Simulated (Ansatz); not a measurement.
A made-up structure of C₂H₅Se (charge +1), closed shell:

```xyz
8
angstrom
C -0.8942 0.8639 -1.0109
Se 0.0693 -0.5842 -1.0246
C 0.7165 -0.7008 0.7918
H -1.3810 1.1568 -1.9369
H -1.0250 1.4763 -0.1240
H 0.3426 0.1380 1.3741
H 1.8059 -0.6971 0.7393
H -0.4964 1.7457 -0.5776
```

It is relaxed with PBE-D4/def2-SVP and then PBE0-D4/def2-TZVP (Ansatz 0.2.0). Atoms count as bonded within 1.22 times the sum of their covalent radii (H–H: 0.88 Å). The end point is not checked to be a true minimum.

(1) Does its bonding change? (Judge from chemistry; the calculation decides.)

Results:

(1) Computed: Yes. Formed: none; broken: H5–H8.

Where it ends: The first stage lowers the energy by 4.91 eV in 18 steps. It ends as C₂H₅Se ([CH2][Se][CH3]), total charge +1:
C1  (-0.834, 1.177, -0.955)
Se2  (0.593, -0.125, -0.998)
C3  (0.814, -0.527, 0.680)
H4  (-1.641, 0.780, -1.571)
H5  (-1.158, 1.340, 0.070)
H6  (0.225, -0.081, 1.476)
H7  (1.579, -1.257, 0.930)
H8  (-0.441, 2.091, -1.401)
(Å)

Labels in which every atom is bracketed show which atoms are joined, not bond orders.

For scale, one of the runs: PBE0-D4/def2-TZVP relaxation, 140 basis functions, launched by `ansatz run in.yaml --threads 2 --pin off --events-out ev --progress --plain --max-ram 4352MiB`. Hardware: 2 CPU threads of an Arm Neoverse V2, shared host. Wall time about 31 s.
